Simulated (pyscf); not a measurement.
H₃Si–O–SiH₂–Cl, singlet

Gas-phase minimum from PySCF at ωB97X-D3(BJ)/def2-SVP, one conformer. 

```xyz
9

Si    -1.7216    -0.6069    -2.3777
O     -1.2952    -0.1903    -0.8166
Si    -0.1817    -0.6355     0.3076
Cl     0.8364    -2.2846    -0.4179
H     -2.2074    -2.0135    -2.4173
H     -2.8076     0.3144    -2.8018
H     -0.5498    -0.4577    -3.2846
H      0.8031     0.4503     0.5223
H     -0.8549    -1.0244     1.5679
```

Bonds (Å): Si1–O2 1.671, Si1–H5 1.489, Si1–H6 1.486, Si1–H7 1.489, O2–Si3 1.644, Si3–Cl4 2.069, Si3–H8 1.482, Si3–H9 1.481. Bond angles (°): O2–Si1–H5 110.1, O2–Si1–H6 107.4, O2–Si1–H7 110.1, H5–Si1–H6 109.9, H5–Si1–H7 109.6, H6–Si1–H7 109.8, Si1–O2–Si3 138.1, O2–Si3–Cl4 108.0, O2–Si3–H8 110.5, O2–Si3–H9 110.2, Cl4–Si3–H8 107.9, Cl4–Si3–H9 108.2, H8–Si3–H9 111.8.

Properties at ωB97X-D3(BJ)/def2-SVP:

* **Harmonic wavenumbers, unscaled**: 33, 72, 82, 289, 550, 641, 649, 728, 747, 752, 919, 969, 970, 984, 1019, 1107, 2271, 2275, 2290, 2308, 2313 cm⁻¹
* **Zero-point energy**: 31.4 kcal/mol
* **Rotational symmetry number**: 1
* **Entropy of this conformer at 298 K and 1 atm, rigid rotor and harmonic oscillator, modes under 100 cm⁻¹ raised to 100**: 342.7 J/(mol K)
* **Dipole moment**: 0.82 D

Single-point totals, which compare only within one level (frozen core for MP2 and CC):

```tsv
level	total energy (hartree)
ωB97X-D3(BJ)/def2-TZVP	-1117.69135
PBE/def2-TZVP	-1117.03015
r²SCAN/def2-TZVP	-1117.49353
B3LYP-D3(BJ)/def2-TZVP	-1117.69215
PBE0-D3(BJ)/def2-TZVP	-1117.13876
M06-2X/def2-TZVP	-1117.52910
ωB97M-D3(BJ)/def2-TZVP	-1117.76643
HF/def2-TZVPP	-1115.35927
MP2/def2-TZVPP	-1116.03057
CCSD/def2-TZVPP	-1116.08164
CCSD(T)/def2-TZVPP	-1116.10762
```

The lowest mode is so soft that the shape along it may change with the basis. Soft torsions are taken as harmonic, which can shift the entropy by several J/(mol K). The CCSD(T) − MP2 part came from Ansatz, without density fitting, on the same reference.
